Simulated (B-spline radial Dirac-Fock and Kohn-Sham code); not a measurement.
## Dipole and non-dipole photoemission parameters of Sc³⁺ 2p1/2

System: Sc³⁺, configuration [Ne] 3s2 3p6; threshold 449.1 eV (orbital energy of the model). Level of theory: Dirac-Hartree-Slater photoionisation with a Latter tail; cross sections with all multipoles, angular parameters from the dipole term and its interference with E2; a radial B-spline solver.

| hν (eV) | σ (kb) | β | γ | δ |
| --- | --- | --- | --- | --- |
| 463 | 595 | 0.881 | -0.088 | 0.006 |
| 464 | 593 | 0.891 | -0.088 | 0.006 |
| 600 | 343 | 1.365 | 0.007 | 0.014 |
| 669 | 263 | 1.423 | 0.061 | 0.016 |
| 721 | 218 | 1.446 | 0.099 | 0.018 |
| 752 | 196 | 1.455 | 0.121 | 0.018 |
| 957 | 103 | 1.464 | 0.248 | 0.023 |
| 1720 | 19.2 | 1.330 | 0.560 | 0.042 |
| 1810 | 16.5 | 1.312 | 0.586 | 0.044 |
| 2000 | 12.2 | 1.275 | 0.635 | 0.050 |
| 2260 | 8.38 | 1.225 | 0.695 | 0.057 |
| 2340 | 7.52 | 1.211 | 0.711 | 0.059 |
| 2910 | 3.79 | 1.115 | 0.812 | 0.076 |
| 4000 | 1.35 | 0.966 | 0.948 | 0.108 |
| 4060 | 1.29 | 0.959 | 0.955 | 0.109 |
| 4160 | 1.19 | 0.947 | 0.965 | 0.112 |
| 4180 | 1.17 | 0.945 | 0.967 | 0.113 |
| 5040 | 0.626 | 0.856 | 1.041 | 0.137 |
| 5240 | 0.549 | 0.838 | 1.056 | 0.142 |
| 8047.8 | 0.125 | 0.644 | 1.212 | 0.214 |
| 9251.7 | ? | ? | ? | ? |
| 13400 | 0.0201 | 0.446 | 1.387 | 0.326 |
| 15000 | 0.0133 | 0.408 | 1.426 | 0.356 |

Q: Give the values at Ga Kα (9251.7 eV).

A: σ = 0.0763 kb, β = 0.586, γ = 1.260, δ = 0.241.

Values without a named source are computed, but for edge energies of neutral atoms, which are taken from tables.
